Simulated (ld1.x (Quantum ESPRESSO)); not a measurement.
**PBE PAW dataset for gallium (Ga), scalar-relativistic all-electron reference.**

```
Element                 : gallium
Generator               : ld1.x (Quantum ESPRESSO) 7.5
Type                    : PAW
Functional              : PBE
Relativity              : scalar-relativistic
Frozen core             : [Ar]
Valence charge          : 13
Reference configuration : 3d10 4s2 4p0.5 (charge +0.5)
Partial waves           : 4s (bound): rcut 1.40, rcutus 1.90 bohr; 4s channel at 1.4 Ry: rcut 1.40, rcutus 1.90 bohr; 4p (bound): rcut 2.15, rcutus 2.80 bohr; 4p channel at 0.5 Ry: rcut 2.15, rcutus 2.80 bohr; 3d (bound): rcut 1.15, rcutus 1.55 bohr; 3d channel at -0.7 Ry: rcut 1.15, rcutus 1.55 bohr
Local potential         : all-electron potential smoothed inside 1.55 bohr (lloc = -1)
Core correction         : Bessel-smoothed model core inside 0.75 bohr
Augmentation charge     : PSQ, inside the norm-conserving radii
```

What the tests gave:

* Cutoffs needed: 45 Ry and 80 Ry (the cutoffs (Ry, on a coarse ladder) from which the occupation-weighted sum of valence levels, in a spherical-Bessel basis at the reference potential, stays within 10 and 1 mRy of its value at 400 Ry)
* Ghost test: no extra level below or beside the all-electron valence levels (s, p, d, f tested) (spherical-Bessel basis up to 400 Ry, 20 bohr box)
* Largest excitation error: -219 meV (all-electron minus pseudo) for 3d9 4s2 4p2, out of 7 test configurations
* Lowest eigenvalue of the overlap operator: 0.34 (d channel)
* Density cutoff estimated by the generator: 306 Ry

Generation and tests took about 2.3 s on one core of a shared server CPU.
